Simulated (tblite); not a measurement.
C3H8F2SeSi.
Atom-mapped SMILES: `[CH3:1][Se:2][CH2:3][SiH2:4][CH:5]([F:6])[F:7]` (hydrogens: H8, H9, H10 on C1; H11, H12 on C3; H13, H14 on Si4; H15 on C5)

Computed with GFN2-xTB (tblite), gas phase: L-BFGS steps from a force-field or distance-geometry start until the largest atomic force falls under 0.01 eV/Å.

Step 11: E = -675.9925 eV
```
atom  x, y, z in Å  |  force x, y, z in eV/Å
C1      3.0366   -0.1361    0.1410   -0.090  -0.017  -0.124
Se2     1.8960   -0.3757   -1.4311   -0.035  -0.172  -0.029
C3      0.1546    0.4238   -0.9383    0.059   0.030  -0.063
Si4    -1.0977   -0.7573   -0.1157    0.063   0.145  -0.027
C5     -2.6243    0.4026    0.2914    0.223  -0.127  -0.067
F6     -3.4531   -0.1755    1.2062    0.045   0.056  -0.145
F7     -3.3546    0.5814   -0.8483   -0.047  -0.037   0.112
H8      3.3648    0.8924    0.2133   -0.005   0.187   0.006
H9      2.5549   -0.4484    1.0573   -0.193  -0.095   0.048
H10     3.8843   -0.7771   -0.0698    0.179  -0.053   0.082
H11    -0.2173    0.7264   -1.9137   -0.187   0.063  -0.159
H12     0.3571    1.3435   -0.3936    0.054  -0.013   0.175
H13    -0.5831   -1.2959    1.1401   -0.024   0.020   0.099
H14    -1.5384   -1.8073   -1.0370   -0.012   0.107   0.059
H15    -2.3842    1.4112    0.6650   -0.029  -0.095   0.033
```

Step 12: E = -676.0021 eV
```
atom  x, y, z in Å  |  force x, y, z in eV/Å
C1      3.0291   -0.1343    0.1359   -0.035  -0.019  -0.055
Se2     1.9038   -0.3838   -1.4452   -0.126  -0.125   0.050
C3      0.1597    0.4202   -0.9378    0.167   0.091  -0.162
Si4    -1.0974   -0.7474   -0.1134    0.127   0.097  -0.022
C5     -2.6228    0.4014    0.2930    0.122  -0.038  -0.057
F6     -3.4531   -0.1790    1.2040    0.050   0.024  -0.110
F7     -3.3558    0.5820   -0.8442   -0.044  -0.046   0.062
H8      3.3533    0.8992    0.2126   -0.050   0.063  -0.004
H9      2.5351   -0.4517    1.0481   -0.130  -0.046  -0.045
H10     3.8843   -0.7734   -0.0630    0.119   0.002   0.099
H11    -0.2125    0.7267   -1.9141   -0.171   0.078  -0.080
H12     0.3791    1.3343   -0.3871    0.022  -0.041   0.119
H13    -0.5863   -1.2961    1.1346    0.007   0.009   0.189
H14    -1.5292   -1.8013   -1.0245   -0.066   0.028  -0.034
H15    -2.3917    1.4110    0.6678    0.006  -0.077   0.051
```

Problem. Estimate the geometry and energy of step 13. (The exact step hangs on the optimiser's Hessian estimate; all steps are aligned on step 12, rigid shifts and turns removed.)

Solution. E = -676.0101 eV, largest force 0.288 eV/Å
```
atom  x, y, z in Å  |  force x, y, z in eV/Å
C1      3.0236   -0.1334    0.1316    0.018  -0.017   0.021
Se2     1.9071   -0.3929   -1.4545   -0.149  -0.089   0.087
C3      0.1656    0.4199   -0.9407    0.180   0.115  -0.193
Si4    -1.0944   -0.7383   -0.1121    0.184   0.010  -0.007
C5     -2.6189    0.3994    0.2929    0.002   0.048  -0.037
F6     -3.4517   -0.1811    1.1998    0.054  -0.031  -0.051
F7     -3.3574    0.5814   -0.8397   -0.026  -0.044  -0.005
H8      3.3442    0.9054    0.2119   -0.098  -0.066  -0.018
H9      2.5184   -0.4552    1.0405   -0.060   0.003  -0.131
H10     3.8867   -0.7706   -0.0558    0.032   0.063   0.106
H11    -0.2132    0.7286   -1.9162   -0.122   0.095   0.001
H12     0.3948    1.3269   -0.3797    0.008  -0.055   0.046
H13    -0.5889   -1.2956    1.1339    0.018   0.022   0.205
H14    -1.5239   -1.7956   -1.0156   -0.089  -0.014  -0.083
H15    -2.3964    1.4088    0.6705    0.047  -0.040   0.058
```

The energy changes by -0.0080 eV. The first-order estimate −F·Δx gives -0.0109 eV and the mean of the old and new forces, exact on a quadratic surface, -0.0080 eV. The step makes an angle of 61° with the force vector and moves no atom by more than 0.019 Å.

The cost below is that of the whole relaxation. On Arm Neoverse N1, one thread, no GPU (shared host), this took 1.0 s wall.
